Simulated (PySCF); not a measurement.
Computed shifts of a molecule C4H11NSi, PBE0/pcSseg-1 in PySCF, GIAO, gas phase, atoms alike by connectivity averaged where their shifts nearly agree, in ppm (number of nuclei): ¹³C: 166.1 (1), 126.0 (1), 53.1 (1), 28.7 (1). ²⁹Si: -90.3 (1). ¹⁵N: 51.4 (1). ¹H: 6.03 (1), 4.61 (3), 3.61 (2), 2.09 (3), 1.38 (1), 0.66 (1). References: ¹³C against TMS (σ = 186.3 ppm); ²⁹Si against TMS (σ = 352.7 ppm); ¹⁵N against NH3 (σ = 267.4 ppm); ¹H against TMS (σ = 31.56 ppm), references at their B3LYP-D3(BJ)/def2-TZVP geometries, non-relativistic. Geometry: B3LYP-D3(BJ)/def2-SVP. The values are those of a single conformer.

Which molecule gave these data?
A) CC[SiH2]/C=N/C
B) CN(C)/C=C\[SiH3]
C) C/C(=C/[SiH3])CN
D) CN[C@@H]1CC[SiH2]1

C, C/C(=C/[SiH3])CN
